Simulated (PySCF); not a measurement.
Compound: C2H7BF2Si2.
SMILES: `FB([SiH]1C[SiH2]C1)F`

Torsions of this conformer, `[F:1][B:2]([F:3])[SiH:4]1[CH2:5][SiH2:6][CH2:7]1`: F1–B2–Si4–C5 131°.

The closed-shell ground state was solved at several levels (PySCF, density fitting, gas phase, non-relativistic). One conformer (not necessarily the lowest) at the GFN2-xTB geometry, without solvent, vibrations or thermal averaging.

```tsv
level	basis functions	total energy (Eh)	HOMO (eV)	LUMO (eV)	gap (eV)	dipole (D)
B3LYP/def2-SVPD	210	-883.7090	-7.71	-1.77	5.94	1.42
PBE0/pcSseg-1	168	-883.4480	-7.94	-1.49	6.45	1.36
```

What might PBE0/def2-SVPD (210 basis functions) give for the same quantities?

Total energy -883.1015 Eh, HOMO -7.92 eV, LUMO -1.57 eV, gap 6.35 eV, dipole 1.42 D.

Over all these levels, which gives the widest orbital gap and which the narrowest?

PBE0/pcSseg-1 (global hybrid, 25 % exact exchange) has the widest, 6.45 eV, and B3LYP/def2-SVPD (global hybrid, 20 % exact exchange) the narrowest, 5.94 eV. Functional and basis both differ between the two, so the spread mixes both effects.

How far do the dipole and the HOMO energy spread over the levels?

The dipole runs from 1.36 to 1.42 D (mean 1.40 D) and the HOMO from -7.94 to -7.71 eV.
